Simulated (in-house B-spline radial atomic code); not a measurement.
Results of a calculation; reference values are marked as such.
## Weak and strong correlation along the adiabatic connection

Two-electron singlets in several external potentials (atomic units), by full CI in B-splines with partial waves to l = 8 (correlation energies up to 0.6 % small). The repulsion is scaled by λ at fixed density; W(λ) is the mean repulsion less the Hartree energy, W(0) = E_x, and the area under W from 0 to 1 is E_xc.

Relative drop (W(λ) − E_x)/E_x:

| system | λ = 0.12 | λ = 0.25 | λ = 0.4 | λ = 0.6 | λ = 0.8 | λ = 1 |
| --- | --- | --- | --- | --- | --- | --- |
| −Z/r, Z = 3.48, wall at 0.473 bohr | 0.0028 | 0.0058 | 0.0092 | 0.0136 | 0.0180 | 0.0222 |
| ω²r²/2 − Z/r, ω = 3.08, Z = 0.3 | 0.0083 | 0.0169 | 0.0263 | 0.0383 | 0.0494 | 0.0599 |
| ω²r²/2 − Z/r, ω = 0.111, Z = -1 | 0.0821 | 0.1422 | 0.1886 | 0.2286 | 0.2548 | 0.2733 |
| −V exp(−r²/w²), V = 1.99, w = 8.42 | 0.0342 | 0.0653 | 0.0950 | 0.1269 | 0.1522 | 0.1728 |
| ω²r²/2 − Z/r, ω = 0.101, Z = 0.3 | 0.0407 | 0.0762 | 0.1088 | 0.1426 | 0.1687 | 0.1895 |
| ω²r²/2 − Z/r, ω = 0.253, Z = 0.5 | 0.0242 | 0.0473 | 0.0706 | 0.0969 | 0.1191 | 0.1380 |
| −V exp(−r²/w²), V = 22.6, w = 5.8 | 0.0146 | 0.0293 | 0.0449 | 0.0638 | 0.0807 | 0.0959 |

(1) Order the systems by how far second-order (GL2) theory, half the initial slope (estimated from the first points of each curve), overshoots the correlation energy, least first.
A. −V exp(−r²/w²), V = 1.99, w = 8.42
B. ω²r²/2 − Z/r, ω = 0.101, Z = 0.3
C. ω²r²/2 − Z/r, ω = 0.253, Z = 0.5
D. ω²r²/2 − Z/r, ω = 3.08, Z = 0.3
E. −V exp(−r²/w²), V = 22.6, w = 5.8
F. ω²r²/2 − Z/r, ω = 0.111, Z = -1
G. −Z/r, Z = 3.48, wall at 0.473 bohr

(2) What else changes along this order?

Answers

(1) G (GL2/E_c = 1.04), D (GL2/E_c = 1.11), E (GL2/E_c = 1.20), C (GL2/E_c = 1.36), A (GL2/E_c = 1.50), B (GL2/E_c = 1.62), F (GL2/E_c = 2.18).

(2) The ratio follows the bend of the curve. With it the leading natural occupation goes from 1.999 to 1.696 and −T_c/E_c from 0.96 to 0.45 between the first and the last.
